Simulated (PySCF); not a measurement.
C5H13O3Si, charge +1, singlet, geometry from GFN2-xTB. Base run: MP2/6-31G** (PySCF).

Input for PySCF:
```python
from pyscf import gto, scf, mp

mol = gto.M(
    atom='''
C    -0.916417   -2.319314   -1.425969
C    -0.444870   -1.082481   -1.540836
Si   -0.141871    0.104617   -0.130320
O    -0.335690    1.676253   -0.346177
C    -1.432539    2.521603   -0.642567
O    -0.462157   -0.624381    1.239466
C    -0.762853   -0.336121    2.595816
O     1.691718    0.348023   -0.036714
C     2.616615   -0.738710    0.011277
H    -1.159138   -2.747795   -0.468549
H    -1.076731   -2.945675   -2.288025
H    -0.233158   -0.709451   -2.536987
H    -1.075439    3.547693   -0.570878
H    -2.244088    2.363931    0.066045
H    -1.793482    2.326162   -1.651370
H     0.150738   -0.404401    3.186172
H    -1.190170    0.659431    2.700522
H    -1.477174   -1.083141    2.939245
H     2.053887    1.117265   -0.499276
H     2.151283   -1.525873    0.598288
H     2.833221   -1.116464   -0.987692
H     3.535860   -0.415347    0.498060
''',
    basis='6-31g**',
    charge=1,
    spin=0,
    verbose=5,
)

mf = scf.RHF(mol)
mf.kernel()

pt = mp.MP2(mf, frozen=13)
pt.kernel()
print('E(MP2) = %.10f' % pt.e_tot)
mf.analyze()
```

Each row names what was changed in the base input (with any setting that the change needs).

| change | basis functions | E (Eh) | MP2 correlation (Eh) | SCF-reference HOMO (eV) | SCF-reference HOMO-LUMO gap (eV) | core-seconds (rough) |
|---|---|---|---|---|---|---|
| base | 195 | -711.59526 | -1.30822 | -14.36 | 13.75 | 40 |
| basis = STO-3G | 62 | -702.03445 | -0.41773 | -13.26 | 16.18 | 3 |
| basis = pcseg-0 | 111 | -709.55018 | -0.84270 | -14.72 | 13.86 | 8 |
| basis = 6-31G | 111 | -710.88071 | -0.84426 | -14.60 | 13.69 | 10 |
| basis = 3-21G | 111 | -707.29958 | -0.83195 | -14.60 | 14.00 | 6 |

Totals compare only among sets that treat the same electrons; sets with core potentials leave the core out.
